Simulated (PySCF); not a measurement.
AlBrClH₂N. Atoms are numbered in the order given.

```xyz
6

Al    -0.4132    -0.6141     0.0000
Cl     1.0167    -2.1613     0.0000
Br     0.2405     1.5465     0.0000
N     -2.1335    -1.0153     0.0000
H     -2.8893    -0.3276     0.0000
H     -2.5059    -1.9671     0.0000
```

Coordinates come from a PBE-D3(BJ)/def2-SVP optimisation. The structure was generated by enumeration; whether it is a known compound was not checked. The values are those of a single conformer.

Calculation: PBE-D3(BJ)/def2-SVP in PySCF.

Frequencies are harmonic and unscaled.

Computed harmonic wavenumbers and intensities:
| mode | ν (cm⁻¹) | IR (km/mol) | moving atoms (share of kinetic energy) |
|---|---|---|---|
| 1 | 124 | 4.5 | Cl 47 %, Br 23 %, Al 19 %, N 10 % |
| 2 | 157 | 1.5 | N 46 %, H 25 %, Br 13 %, Cl 13 % |
| 3 | 198 | 23.7 | Al 74 %, N 15 % |
| 4 | 350 | 18.9 | Al 29 %, Br 27 %, Cl 23 %, N 17 % |
| 5 | 356 | 11.5 | H 99 % |
| 6 | 366 | 137.3 | H 84 %, N 16 % |
| 7 | 536 | 45.8 | Al 45 %, Cl 28 %, H 18 % |
| 8 | 670 | 186.4 | H 58 %, Al 22 %, N 16 % |
| 9 | 848 | 92.8 | N 47 %, Al 43 %, H 10 % |
| 10 | 1463 | 43.9 | H 89 %, N 11 % |
| 11 | 3509 | 42.6 | H 96 % |
| 12 | 3605 | 36.6 | H 91 %, N 9 % |
